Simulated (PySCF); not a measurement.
Partial charges of `C=CC(=C)CB(C)C`

Compound: C7H13B.
Cartesian coordinates in Å at the PBE0-D3(BJ)/def2-SVP level; atoms count from 1:
```xyz
21
C7H13B angstrom
C     -1.507    1.289   -1.497
C     -1.732   -0.022   -1.329
C     -1.276   -0.831   -0.195
C     -1.563   -2.146   -0.171
C     -0.466   -0.155    0.867
B      1.018    0.257    0.482
C      1.805   -0.489   -0.650
C      1.721    1.386    1.322
H     -0.954    1.886   -0.766
H     -1.876    1.816   -2.380
H     -2.300   -0.561   -2.096
H     -1.245   -2.790    0.654
H     -2.123   -2.616   -0.983
H     -0.329   -0.838    1.728
H     -1.003    0.716    1.283
H      2.556    0.144   -1.148
H      2.382   -1.284   -0.134
H      1.176   -0.989   -1.400
H      1.530    2.328    0.770
H      1.306    1.531    2.331
H      2.816    1.287    1.381
```

Density: PBE0/pcSseg-1 (PySCF); schemes: Mulliken, IAO, Hirshfeld and ESP-fitted. The structure is a single PBE0-D3(BJ)/def2-SVP conformer in the gas phase; no vibrational or solvent corrections.

**Question.** Give the atomic charges in each scheme.

**Answer.** In e:

```csv
atom,environment,Mulliken,IAO,Hirshfeld,ESP-fitted
C1,terminal =CH2 carbon,-0.162,-0.317,-0.098,-0.407
C2,alkene CH carbon,-0.122,-0.133,-0.041,-0.203
C3,fully substituted alkene carbon,-0.345,+0.032,+0.012,+0.307
C4,terminal =CH2 carbon,-0.077,-0.326,-0.105,-0.599
C5,sp3 carbon bound to boron,-0.341,-0.406,-0.138,-0.566
B6,three-coordinate boron,+0.405,+0.342,+0.205,+0.820
C7,sp3 carbon bound to boron,-0.487,-0.565,-0.197,-0.750
C8,sp3 carbon bound to boron,-0.518,-0.564,-0.193,-0.775
H9,vinylic hydrogen,+0.131,+0.138,+0.042,+0.170
H10,vinylic hydrogen,+0.123,+0.152,+0.047,+0.180
H11,vinylic hydrogen,+0.091,+0.142,+0.046,+0.161
H12,vinylic hydrogen,+0.106,+0.142,+0.043,+0.216
H13,vinylic hydrogen,+0.108,+0.141,+0.042,+0.196
H14,methylene hydrogen,+0.141,+0.163,+0.052,+0.139
H15,methylene hydrogen,+0.144,+0.147,+0.040,+0.143
H16,methyl hydrogen,+0.129,+0.147,+0.040,+0.157
H17,methyl hydrogen,+0.138,+0.164,+0.049,+0.160
H18,methyl hydrogen,+0.143,+0.149,+0.028,+0.165
H19,methyl hydrogen,+0.141,+0.164,+0.049,+0.168
H20,methyl hydrogen,+0.124,+0.141,+0.037,+0.151
H21,methyl hydrogen,+0.126,+0.145,+0.039,+0.167
```

Mean size of the charges over all atoms: ESP-fitted 0.314 e, IAO 0.220 e, Mulliken 0.195 e, Hirshfeld 0.073 e. Each set sums to the total charge, 0, to within 0.001 e. The Hirshfeld scheme divides the density at each point in proportion to the densities of the neutral, spherically averaged free atoms.

Lowest charge. All schemes pick atoms of one kind: Mulliken C8 (-0.518); IAO C7 (-0.565); Hirshfeld C7 (-0.197); ESP-fitted C8 (-0.775).

Highest charge. All schemes agree: Mulliken B6 (+0.405); IAO B6 (+0.342); Hirshfeld B6 (+0.205); ESP-fitted B6 (+0.820).

**Question.** Sum the charges by element, for elements with more than one atom.

**Answer.** 
```csv
element,atoms,Mulliken,IAO,Hirshfeld,ESP-fitted
C,7,-2.052,-2.279,-0.759,-2.992
H,13,+1.647,+1.937,+0.554,+2.172
```

**Question.** How many electrons does the Mulliken scheme count on C4?

**Answer.** Z − q = 6 − (-0.077) = 6.077.

**Question.** How closely do the schemes follow one another over all atoms?

**Answer.** Correlation coefficient and root-mean-square difference: Hirshfeld with ESP-fitted 0.98, 0.298 e; IAO with Hirshfeld 0.97, 0.171 e; IAO with ESP-fitted 0.96, 0.156 e; Mulliken with Hirshfeld 0.91, 0.155 e; Mulliken with IAO 0.91, 0.110 e; Mulliken with ESP-fitted 0.83, 0.235 e.
